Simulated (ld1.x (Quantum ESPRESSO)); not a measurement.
Configuration tests for I (TM)

```json
{"Element": "I", "Generator": "ld1.x (Quantum ESPRESSO) 7.5", "Type": "norm-conserving Troullier–Martins (Kleinman–Bylander form)", "Functional": "LDA (PZ)", "Relativity": "scalar-relativistic", "Frozen core": "[Kr] 4d10", "Valence charge": "7", "Reference configuration": "5s2 5p4 (charge +1)", "Partial waves": "5s (bound): rc 1.70 bohr; 5p (bound): rc 2.00 bohr; 5d channel at 0.2 Ry: rc 2.05 bohr", "Local potential": "all-electron potential smoothed inside 1.75 bohr (lloc = -2)", "Core correction": "a·sin(br)/r model core, default radius (core density twice the valence density)"}
```

Energies are relative to the spin-unpolarised reference configuration 5s2 5p4; without spin polarisation the order of configurations can differ from experiment. Spin-polarised rows fill each open shell by Hund’s rule, majority spin first.

Give the all-electron excitation energy and the error of the potential for: 5s2 5p5; 5s2 5p3; 5s2 5p2; 5s2 5p4.5; 5s2 5p5.3; 5s1 5p5; 5s2 5p1; 5s2 5p4 (spin-polarised); 5s2 5p5 (spin-polarised).

```
   valence configuration  charge  ΔE all-electron (eV)  error AE − PS (meV)
                 5s2 5p5       0               -11.305                 +5.5
                 5s2 5p3      +2                20.064                 -4.4
                 5s2 5p2      +3                49.678                  -16
               5s2 5p4.5    +0.5                -6.690                 +2.4
               5s2 5p5.3    -0.3               -13.134                 +7.4
                 5s1 5p5      +1                11.069                 -6.8
                 5s2 5p1      +4                89.480                  -59
5s2 5p4 (spin-polarised)      +1                -0.561                 +7.0
5s2 5p5 (spin-polarised)       0               -11.425                 +7.1
```
